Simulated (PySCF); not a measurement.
NICS in isomers of C7H8O3.

Definitions: NICS(0) = −σiso at the ring centroid; NICS(1) = −σiso and NICS(1)zz = −σzz at ±1 Å along the ring normal z. Level: GIAO PBE0/pcSseg-1 (PySCF, non-relativistic, gas phase) on the GFN2-xTB geometries, one conformer each. Atom numbers follow the mapped SMILES.

Task: Order these rings by mean NICS(1)zz, lowest (most negative) first (ppm).
A. ring C7–C8–C9 in `[O:1]=[C:2]1[O:3][CH:4]=[CH:5][C@@H:6]1[C@@H:7]1[CH2:8][C@@H:9]1[OH:10]`
B. ring C4–C5–C6–C7–O9–C10 in `[CH3:1][C@@H:2]([OH:3])[c:4]1[cH:5][cH:6][c:7](=[O:8])[o:9][cH:10]1`
C. ring C5–C6–C7–C8–O10 in `[CH3:1][O:2][C:3](=[O:4])[c:5]1[cH:6][cH:7][c:8]([CH3:9])[o:10]1`
D. ring C3–C5–C7–C8–C9 in `[CH3:1][O:2][C:3]1([CH3:4])[C:5](=[O:6])[CH:7]=[CH:8][C:9]1=[O:10]`
E. ring C4–C5–C6–C7–C8–C9 in `[O:1]=[CH:2][O:3][C@@H:4]1[CH2:5][CH2:6][CH:7]=[CH:8][C:9]1=[O:10]`

Result: C (-24.0), A (-18.9), B (-6.9), D (-3.4), E (2.3).

```
                         SMILES                                                           ring  NICS(0)  NICS(1)  NICS(1)zz  HOMA  rms pucker (Å)  ring atoms with four or more neighbours
              COC(=O)c1ccc(C)o1              5-membered ring with O; formal bonds all aromatic    -11.0    -10.1      -24.0  0.53            0.00                                        0
O=C1OC=C[C@@H]1[C@@H]1C[C@@H]1O                 3-membered carbocycle; formal bonds all single    -39.9     -8.1      -18.9     –            0.00                                        3
         C[C@@H](O)c1ccc(=O)oc1  6-membered ring with O; bonds drawn aromatic by RDKit's count     -1.1     -4.2       -6.9  0.15            0.00                                        0
            COC1(C)C(=O)C=CC1=O         5-membered carbocycle; formal bonds 1 double, 4 single      6.0     -2.6       -3.4     –            0.10                                        1
           O=CO[C@@H]1CCC=CC1=O         6-membered carbocycle; formal bonds 1 double, 5 single      1.5     -1.8        2.3     –            0.20                                        3
```

NICS(0) gives another order. The isotropic NICS(1) gives the same order. HOMA uses Krygowski's 1993 parameters; it is left out where a ring has a four-coordinate atom, a triple bond, no multiple bond or a kind of bond without parameters. NICS(1) and NICS(1)zz are means over the two faces.
